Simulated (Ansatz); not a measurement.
Geometry optimisation, Ansatz, RHF/def2-SVP.

Input:

```yaml
crystal:
  periodic: [false, false, false]
  atoms:
    - { symbol: C, position_ang: [-1.5482, 1.0549, 1.3241] }
    - { symbol: Ge, position_ang: [0.3408, 1.0549, 1.2227] }
    - { symbol: Si, position_ang: [0.955, -0.5718, -0.2953] }
    - { symbol: "N", position_ang: [0.4832, -2.1563, 0.2841] }
    - { symbol: Si, position_ang: [0.0835, -0.1286, -2.2878] }
    - { symbol: H, position_ang: [-2.0063, 1.3528, 0.3075] }
    - { symbol: H, position_ang: [-1.8902, 1.8785, 2.0407] }
    - { symbol: H, position_ang: [-1.9334, 0.1258, 1.6331] }
    - { symbol: H, position_ang: [0.8735, 2.4526, 0.7885] }
    - { symbol: H, position_ang: [0.9243, 0.7297, 2.6469] }
    - { symbol: H, position_ang: [2.4435, -0.5905, -0.3747] }
    - { symbol: H, position_ang: [0.8973, -2.3392, 1.2202] }
    - { symbol: H, position_ang: [0.7272, -2.8511, -0.3996] }
    - { symbol: H, position_ang: [0.4509, -1.1468, -3.2171] }
    - { symbol: H, position_ang: [-1.3841, -0.1141, -2.1356] }
    - { symbol: H, position_ang: [0.56, 1.2265, -2.7136] }
basis:
  gaussian: { orbitals: def2-SVP }
hamiltonian:
  xc: hf
relax:
  f_tol: 0.015
  max_steps: 40
output:
  orbitals: {}
```

Command:

```bash
$ ansatz run input.yaml --threads 2 --pin off --max-ram 3072MiB --backend cpu --events-out ev --progress --plain --runs-dir out
```

Where does it end, and by what steps?

It converged. The force dipped under the threshold on the way, but the program's further checks kept it going. After 11 steps the energy has fallen by 0.688 eV; H16 moved furthest, 0.38 Å.

```csv
step,energy less start (eV),largest force component (eV/Å),accepted
0,0.0000,3.624,yes
1,-0.5912,0.801,yes
2,-0.6447,0.457,yes
3,-0.6677,0.346,yes
4,-0.6701,0.961,yes
5,-0.6863,0.091,yes
6,-0.6848,0.185,no
7,-0.6878,0.017,yes
8,-0.6881,0.007,yes
9,-0.6882,0.026,yes
10,-0.6883,0.022,yes
11,-0.6884,0.003,yes
```

```xyz
16
Properties=species:S:1:pos:R:3
C -1.624 1.126 1.448
Ge 0.341 1.092 1.318
Si 1.089 -0.542 -0.297
N 0.572 -2.107 0.263
Si 0.127 -0.189 -2.435
H -2.066 1.473 0.513
H -1.945 1.794 2.249
H -2.004 0.125 1.656
H 0.861 2.492 0.941
H 0.929 0.739 2.700
H 2.567 -0.397 -0.453
H 0.759 -2.387 1.208
H 0.619 -2.901 -0.348
H 0.446 -1.323 -3.342
H -1.350 -0.076 -2.338
H 0.656 1.060 -3.040
```

Whether the end is a true minimum wasn't checked by a vibrational analysis.

The run took 23 s on 2 threads of AMD EPYC 9R45 96-Core Processor (Zen 5), on a shared host, peak memory 0.47 GiB.
